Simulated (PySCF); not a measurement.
Numbering as in the mapped SMILES `[CH3:1][C:2](=[O:3])[C@@H:4]1[SiH2:5][C@H:6]1[O:7][SiH3:8]`. Each H is labelled by its parent atom. Ha(Si5) is cis to C2 on the ring; Hb(Si5) is trans to C2 on the ring.

One averaged value for each set of equivalent atoms, relativity neglected, a single conformation, no solvent model. Structure optimised with GFN2-xTB; GIAO PBE0/pcSseg-1 shieldings; PySCF 2.14.

Referencing at the same level of theory: 13C (186.93 ppm) and 1H (31.72 ppm) and 29Si (349.16 ppm) against TMS; H2O for 17O (336.08 ppm).

```tsv
atoms	nucleus	count	δ (ppm)
Hb(Si5)	1H	1	?
C2	13C	1	210.4
Ha(Si5)	1H	1	2.83
Si5	29Si	1	?
H(C1)	1H	3	2.37
C1	13C	1	?
O3	17O	1	603.8
H(Si8)	1H	3	4.89
H(C4)	1H	1	2.49
O7	17O	1	16.1
H(C6)	1H	1	4.68
C6	13C	1	65.7
Si8	29Si	1	?
C4	13C	1	33.8
```

Complete the table.

Results:


- C1: 33.3 ppm, methyl carbon α to a carbonyl; the adjacent C=O deshields it moderately
- Hb(Si5): 3.17 ppm, hydrogen on a silicon bonded to 2 C, in a 3-membered ring
- Si8: -36.6 ppm, silicon bonded to O, 3 H
- Si5: -113.4 ppm, silicon bonded to 2 C, 2 H, in a 3-membered ring

Shifts are as computed. Against solution values, carbons near 30 ppm lie about +3 ppm off and those near 130 ppm about +5 ppm. Of 1309 compounds with measured shifts, 239 miss one by over three times the rms of a fit or turn the order of signals round; such compounds aren't used in these exercises. Unscaled 17O shifts of doubly bonded oxygen tend to come out too high, by tens of ppm or more. Experimental scales use liquid or dissolved standards, which lie at an offset from isolated H2O (liquid H2O: subtract about 36 ppm).
